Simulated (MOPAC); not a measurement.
MOPAC input (PM6):

```
PM6 1SCF CHARGE=-1 GEO-OK AUX(PRECISION=9) THREADS=1
C3H5Cl2

C    -0.13704600 1   -0.51533600 1   -0.94136400 1
C    -1.25989800 1   -0.60727400 1    0.06419800 1
Cl   -2.05367700 1    1.18681700 1    0.04823000 1
C     1.09985500 1    0.21190700 1   -0.43394700 1
Cl    2.14301400 1   -0.80070700 1    0.68655900 1
H     0.14458900 1   -1.54118400 1   -1.21526200 1
H    -0.38720500 1    0.00380300 1   -1.89413200 1
H    -2.08262900 1   -1.14643400 1   -0.42627600 1
H     1.77630400 1    0.50116700 1   -1.23813400 1
H     0.81275800 1    1.08300200 1    0.14907100 1
```

Output:

```
 *******************************************************************************
 **                                                                           **
 **                              MOPAC v23.2.5                                **
 **                                                                           **
 *******************************************************************************
 ** MOPAC's Digital Object Identifier: https://doi.org/10.5281/zenodo.6511958 **
 **                                                                           **
 ** Please cite the open-source release paper for use of this MOPAC version:  **
 ** J. E. Moussa and J. J. P. Stewart (2026)                                  **
 ** MOPAC: An open-source semiempirical molecular orbital program             **
 ** J. Open Source Softw., 11(119), 8025, https://doi.org/10.21105/joss.08025 **
 *******************************************************************************

                              PM6 CALCULATION RESULTS

 *******************************************************************************
 *  PM6        - The PM6 Hamiltonian to be used
 *  GEO-OK     - OVERRIDE INTERATOMIC DISTANCE AND OTHER SAFETY CHECKS
 *
 *
 *
 *                 CHARGE ON SYSTEM = -1
 *
 *
 *
 *  1SCF       - DO 1 SCF AND THEN STOP
 *  AUX        - OUTPUT AUXILIARY INFORMATION
 *******************************************************************************
PM6 1SCF CHARGE=-1 GEO-OK AUX(PRECISION=9) THREADS=1
 C3H5Cl2

   ATOM   CHEMICAL          X               Y               Z
  NUMBER   SYMBOL      (ANGSTROMS)     (ANGSTROMS)     (ANGSTROMS)

     1       C         -0.13704600  *  -0.51533600  *  -0.94136400  *
     2       C         -1.25989800  *  -0.60727400  *   0.06419800  *
     3      Cl         -2.05367700  *   1.18681700  *   0.04823000  *
     4       C          1.09985500  *   0.21190700  *  -0.43394700  *
     5      Cl          2.14301400  *  -0.80070700  *   0.68655900  *
     6       H          0.14458900  *  -1.54118400  *  -1.21526200  *
     7       H         -0.38720500  *   0.00380300  *  -1.89413200  *
     8       H         -2.08262900  *  -1.14643400  *  -0.42627600  *
     9       H          1.77630400  *   0.50116700  *  -1.23813400  *
    10       H          0.81275800  *   1.08300200  *   0.14907100  *

          CARTESIAN COORDINATES

    NO.       ATOM           X           Y           Z

     1         C         -0.1370     -0.5153     -0.9414
     2         C         -1.2599     -0.6073      0.0642
     3        Cl         -2.0537      1.1868      0.0482
     4         C          1.0999      0.2119     -0.4339
     5        Cl          2.1430     -0.8007      0.6866
     6         H          0.1446     -1.5412     -1.2153
     7         H         -0.3872      0.0038     -1.8941
     8         H         -2.0826     -1.1464     -0.4263
     9         H          1.7763      0.5012     -1.2381
    10         H          0.8128      1.0830      0.1491

 General Reference for PM6:
 "Optimization of Parameters for Semiempirical Methods V: Modification of NDDO Approximations
 and Application to 70 Elements", J. J. P. Stewart, J. Mol. Mod., 13, 1173-1213 (2007)
 URL: https://link.springer.com/article/10.1007/s00894-007-0233-4

           Empirical Formula: C3 H5 Cl2  =    10 atoms

      MOLECULAR POINT GROUP   :   C1

      RHF CALCULATION, NO. OF DOUBLY OCCUPIED LEVELS = 16

 -------------------------------------------------------------------------------
 PM6 1SCF CHARGE=-1 GEO-OK AUX(PRECISION=9) THREADS=1
 C3H5Cl2

     1SCF WAS SPECIFIED, SO BFGS WAS NOT USED
     SCF FIELD WAS ACHIEVED

                              PM6 CALCULATION
                                                       MOPAC v23.2.5 Linux

          FINAL HEAT OF FORMATION =        -15.88618 KCAL/MOL =     -66.46776 KJ/MOL

          COSMO AREA              =        135.01 SQUARE ANGSTROMS
          COSMO VOLUME            =        126.21 CUBIC ANGSTROMS

          IONIZATION POTENTIAL    =          2.665278 EV
          HOMO LUMO ENERGIES (EV) =         -2.665  4.809
          NO. OF FILLED LEVELS    =         16
          MOLECULAR WEIGHT        =        111.9785         POINT GROUP:  C1

          MOLECULAR DIMENSIONS (Angstroms)

            Atom       Atom       Distance
           Cl     5   Cl     3     4.68721
            H     8    H     9     3.35623
            H    10    H     7     2.33979

          SCF CALCULATIONS        =          1

   ATOM   CHEMICAL          X               Y               Z
  NUMBER   SYMBOL      (ANGSTROMS)     (ANGSTROMS)     (ANGSTROMS)

     1       C         -0.13704600  *  -0.51533600  *  -0.94136400  *
     2       C         -1.25989800  *  -0.60727400  *   0.06419800  *
     3      Cl         -2.05367700  *   1.18681700  *   0.04823000  *
     4       C          1.09985500  *   0.21190700  *  -0.43394700  *
     5      Cl          2.14301400  *  -0.80070700  *   0.68655900  *
     6       H          0.14458900  *  -1.54118400  *  -1.21526200  *
     7       H         -0.38720500  *   0.00380300  *  -1.89413200  *
     8       H         -2.08262900  *  -1.14643400  *  -0.42627600  *
     9       H          1.77630400  *   0.50116700  *  -1.23813400  *
    10       H          0.81275800  *   1.08300200  *   0.14907100  *

                             CARTESIAN COORDINATES

   1    C       -0.137046000    -0.515336000    -0.941364000
   2    C       -1.259898000    -0.607274000     0.064198000
   3   Cl       -2.053677000     1.186817000     0.048230000
   4    C        1.099855000     0.211907000    -0.433947000
   5   Cl        2.143014000    -0.800707000     0.686559000
   6    H        0.144589000    -1.541184000    -1.215262000
   7    H       -0.387205000     0.003803000    -1.894132000
   8    H       -2.082629000    -1.146434000    -0.426276000
   9    H        1.776304000     0.501167000    -1.238134000
  10    H        0.812758000     1.083002000     0.149071000

           Empirical Formula: C3 H5 Cl2  =    10 atoms

      MOLECULAR POINT GROUP   :   C1

                  EIGENVALUES
 -23.99915 -22.05842 -21.14289 -18.37345 -14.23402 -11.53222 -11.37332  -9.54989
  -8.64079  -7.71581  -6.98347  -6.80031  -6.50599  -5.62972  -5.23659  -2.66528
   4.80855   7.48618   8.17020   8.94062   9.69453   9.97851  10.15281  10.77017
  12.17619  94.66848  94.68443  94.84660  95.29219  95.30057 100.50808 100.52390
 100.69236 100.81616 100.82780

              NET ATOMIC CHARGES AND DIPOLE CONTRIBUTIONS

  ATOM NO.   TYPE          CHARGE      No. of ELECS.   s-Pop       p-Pop       d-Pop
    1          C          -0.334421        4.3344     1.09843     3.23599
    2          C          -0.221346        4.2213     1.44451     2.77683
    3         Cl          -0.575019        7.5750     1.99292     5.57761     0.00448
    4          C          -0.070568        4.0706     1.12453     2.94604
    5         Cl          -0.291472        7.2915     1.99084     5.29484     0.00579
    6          H           0.121388        0.8786     0.87861
    7          H           0.109186        0.8908     0.89081
    8          H           0.006499        0.9935     0.99350
    9          H           0.096551        0.9034     0.90345
   10          H           0.159204        0.8408     0.84080
 DIPOLE           X         Y         Z       TOTAL
 POINT-CHG.     5.114    -0.557    -1.437     5.342
 HYBRID         0.001     0.365    -1.854     1.889
 SUM            5.115    -0.192    -3.291     6.085

          ATOMIC ORBITAL ELECTRON POPULATIONS

     Atom    s        px        py        pz      x^2-y^2     xz        z^2       yz        xy
    1  C   1.09843   1.06108   1.08052   1.09439
    2  C   1.44451   0.84922   0.53995   1.38767
    3 Cl   1.99292   1.92630   1.65332   1.99798   0.00145   0.00029   0.00072   0.00061   0.00142
    4  C   1.12453   0.97196   0.99926   0.97481
    5 Cl   1.99084   1.75102   1.79783   1.74600   0.00074   0.00154   0.00079   0.00144   0.00127
    6  H   0.87861
    7  H   0.89081
    8  H   0.99350
    9  H   0.90345
   10  H   0.84080

 **********************
 *                    *
 * JOB ENDED NORMALLY *
 *                    *
 **********************

 == MOPAC DONE ==
```

The dipole moment of an ion depends on the origin.

The geometry given is a B3LYP-D3(BJ)/def2-TZVP minimum.
